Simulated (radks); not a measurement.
Values are calculated unless marked as measured or tabulated.
Question: The mean radii <r> (bohr) of the occupied orbitals of an atom or ion are listed with their occupations. Level of theory: scalar-relativistic Kohn-Sham, LDA (Slater exchange, Perdew-Wang correlation), spin-unpolarised, spherical densities, point nucleus (a radial shooting solver on a logarithmic mesh with Libxc functionals).

| orbital | occ. | <r> |
|---|---|---|
| 1s | 2 | 0.01687 |
| 2s | 2 | 0.07115 |
| 2p | 6 | 0.06426 |
| 3s | 2 | 0.1840 |
| 3p | 6 | 0.1852 |
| 3d | 10 | 0.1677 |
| 4s | 2 | 0.4072 |
| 4p | 6 | 0.4338 |
| 4d | 10 | 0.4586 |
| 5s | 2 | 0.9203 |
| 4f | 14 | 0.4979 |
| 5p | 6 | 1.055 |
| 5d | 7 | 1.398 |
| 6d | 2 | 4.067 |

Name the element and its charge.

Answer: Z = 79, gold, charge +2: Au2+ in [Xe] 4f14 5d7 6d2. The 1s radius gives Z: for a bare nucleus <r> = (2 gamma + 1)/(2Z) with gamma = sqrt(1 - (Z/c)^2), 0.01667 bohr for Z = 79, and screening makes it slightly larger (0.01687 here). The occupations add up to 77, and the charge is Z minus that.
